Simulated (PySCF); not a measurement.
Input for PySCF: R-M06-2X/def2-TZVPPD on GeH4N2 (a complex).

```python
from pyscf import gto, dft

mol = gto.M(
    atom='''
    N    -0.44036939    0.51231994    0.14198750
    N    -0.11509484    1.18972059   -0.64869821
    Ge    0.10995682   -0.34119825    3.60034001
    H     1.33432481    0.26690861    2.90035563
    H     0.44345479   -0.59418716    5.07891686
    H    -0.26102022   -1.66832171    2.92419083
    H    -1.07136070    0.63474221    3.50304517
    ''',
    basis='def2-tzvppd',
    charge=0, spin=0, verbose=4, max_memory=1800)
mf = dft.RKS(mol, xc='m062x').density_fit(auxbasis='def2-universal-jkfit')
mf.grids.level = 4
mf.conv_tol = 1e-9
mf.max_cycle = 150
mf.kernel()
mf.dip_moment()
```

The log:

```
PySCF version 2.14.0

[INPUT] verbose = 4
[INPUT] num. atoms = 7
[INPUT] num. electrons = 50
[INPUT] charge = 0
[INPUT] spin (= nelec alpha-beta = 2S) = 0
[INPUT] symmetry False subgroup None
[INPUT] Mole.unit = angstrom
[INPUT] Symbol           X                Y                Z      unit          X                Y                Z       unit  Magmom
[INPUT]  1 N     -0.440369390000   0.512319940000   0.141987500000 AA   -0.832177540742   0.968144374754   0.268317488112 Bohr   0.0
[INPUT]  2 N     -0.115094840000   1.189720590000  -0.648698210000 AA   -0.217497725951   2.248246079856  -1.225861954396 Bohr   0.0
[INPUT]  3 Ge     0.109956820000  -0.341198250000   3.600340010000 AA    0.207788275328  -0.644771246681   6.803656574214 Bohr   0.0
[INPUT]  4 H      1.334324810000   0.266908610000   2.900355630000 AA    2.521508452112   0.504384173188   5.480877804540 Bohr   0.0
[INPUT]  5 H      0.443454790000  -0.594187160000   5.078916860000 AA    0.838008101727  -1.122850999133   9.597761874836 Bohr   0.0
[INPUT]  6 H     -0.261020220000  -1.668321710000   2.924190830000 AA   -0.493256728774  -3.152671119566   5.525919804665 Bohr   0.0
[INPUT]  7 H     -1.071360700000   0.634742210000   3.503045170000 AA   -2.024578303622   1.199488936601   6.619795973280 Bohr   0.0

nuclear repulsion = 135.444911994862
number of shells = 72
number of NR pGTOs = 286
number of NR cGTOs = 196
basis = def2-tzvppd
ecp = {}


******** <class 'pyscf.df.df_jk.DFRKS'> ********
method = DFRKS
initial guess = minao
damping factor = 0
level_shift factor = 0
DIIS = <class 'pyscf.scf.diis.CDIIS'>
diis_start_cycle = 1
diis_space = 8
diis_damp = 0
SCF conv_tol = 1e-09
SCF conv_tol_grad = None
SCF max_cycles = 150
direct_scf = False
XC library pyscf.dft.libxc version 7.1.2
    S. Lehtola, C. Steigemann, M. J. T. Oliveira, and M. A. L. Marques,  SoftwareX 7, 1–5 (2018)
XC functionals = m062x
    Y. Zhao and D. G. Truhlar,  Theor. Chem. Acc. 120, 215 (2008)
    Y. Zhao and D. G. Truhlar,  Theor. Chem. Acc. 120, 215 (2008)
radial grids:
    Treutler-Ahlrichs [JCP 102, 346 (1995); DOI:10.1063/1.469408] (M4) radial grids

becke partition: Becke, JCP 88, 2547 (1988); DOI:10.1063/1.454033
pruning grids: <function nwchem_prune>
grids dens level: 4
symmetrized grids: False
atomic radii adjust function: <function treutler_atomic_radii_adjust>
small_rho_cutoff = 0
Set gradient conv threshold to 3.16228e-05
Initial guess from minao.
tot grids = 148776
******** <class 'pyscf.df.df.DF'> ********
auxbasis = def2-universal-jkfit
init E= -2188.18659443318
  HOMO = -0.364988639687137  LUMO = -0.0157719902571445  gap/eV = 9.50267
cycle= 1 E= -2188.8940930355  delta_E= -0.707  |g|= 0.425  |ddm|= 2.18
  HOMO = -0.405673005367021  LUMO = 0.000810451285416429  gap/eV = 11.06098
cycle= 2 E= -2188.9039861981  delta_E= -0.00989  |g|= 0.387  |ddm|= 0.547
  HOMO = -0.39608374646453  LUMO = 0.0211157925922925  gap/eV = 11.35258
cycle= 3 E= -2188.91429412272  delta_E= -0.0103  |g|= 0.0257  |ddm|= 0.193
  HOMO = -0.395284168418263  LUMO = 0.0239821438461386  gap/eV = 11.40882
cycle= 4 E= -2188.91441809183  delta_E= -0.000124  |g|= 0.0113  |ddm|= 0.033
  HOMO = -0.395239004474349  LUMO = 0.0238928200704081  gap/eV = 11.40516
cycle= 5 E= -2188.91443861883  delta_E= -2.05e-05  |g|= 0.00486  |ddm|= 0.0103
  HOMO = -0.39534693130786  LUMO = 0.023831769101713  gap/eV = 11.40643
cycle= 6 E= -2188.9144418056  delta_E= -3.19e-06  |g|= 0.00263  |ddm|= 0.0034
  HOMO = -0.395369119762565  LUMO = 0.0238446012702083  gap/eV = 11.40739
cycle= 7 E= -2188.91444309918  delta_E= -1.29e-06  |g|= 9.62e-05  |ddm|= 0.00196
  HOMO = -0.395352258730809  LUMO = 0.0238467085095601  gap/eV = 11.40698
cycle= 8 E= -2188.91444310218  delta_E= -3e-09  |g|= 2.03e-05  |ddm|= 0.000231
  HOMO = -0.395354881244852  LUMO = 0.0238464334677155  gap/eV = 11.40705
cycle= 9 E= -2188.91444310233  delta_E= -1.46e-10  |g|= 2.98e-06  |ddm|= 5.75e-05
  HOMO = -0.395354151802038  LUMO = 0.0238465031899941  gap/eV = 11.40703
Extra cycle  E= -2188.91444310233  delta_E= 9.09e-13  |g|= 2.95e-06  |ddm|= 5.64e-06
converged SCF energy = -2188.91444310233
Dipole moment(X, Y, Z, Debye): -0.03156, -0.00088, -0.08034
```

The calculation finished and met its thresholds.

Cost: about 23 core-seconds (a rough figure).
